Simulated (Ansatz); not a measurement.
F4H2O2SSi2 (`O[Si](F)(F)S[Si](O)(F)F`), relaxed with RKS PBE0-D4/def2-TZVP in Ansatz from a GFN2-xTB geometry. The force threshold is 0.005 eV/Å; the program also tests the step.

Charge 0, multiplicity 1.

Start:

```xyz
11

O    -0.439   -0.783   -1.752
Si   -0.873   -1.330   -0.317
F     0.300   -2.211    0.308
F    -2.055   -2.390   -0.420
S    -1.487    0.281    0.898
Si    0.259    1.446    0.690
O     1.533    0.577    1.101
F     0.467    2.062   -0.767
F     0.122    2.757    1.580
H    -0.242   -1.338   -2.505
H     2.418    0.928    1.184
```

```csv
step,energy (eV),largest force (eV/Å),largest move (Å)
1,-41579.9744,1.031,0.000
2,-41580.0295,0.770,0.108
3,-41580.0594,0.318,0.135
4,-41580.0744,0.123,0.122
5,-41580.0823,0.216,0.151
6,-41580.0870,0.129,0.037
7,-41580.0943,0.202,0.065
8,-41580.0985,0.325,0.067
9,-41580.1024,0.224,0.032
10,-41580.1063,0.087,0.056
11,-41580.1076,0.090,0.073
12,-41580.1081,0.100,0.040
13,-41580.1085,0.013,0.013
14,-41580.1085,0.006,0.004
15,-41580.1085,0.002,0.007
```

End:

```xyz
11

O    -0.181   -0.821   -1.617
Si   -0.927   -1.337   -0.281
F    -0.006   -2.367    0.484
F    -2.254   -2.123   -0.614
S    -1.521    0.289    0.916
Si    0.207    1.474    0.716
O     1.538    0.564    0.800
F     0.223    2.326   -0.614
F     0.136    2.525    1.892
H     0.450   -1.401   -2.048
H     2.336    0.871    0.366
```

Run time 24 s (2 threads of an AMD EPYC 7R13 on a shared host and a share of an NVIDIA H100 80 GB); peak host memory 0.98 GiB.
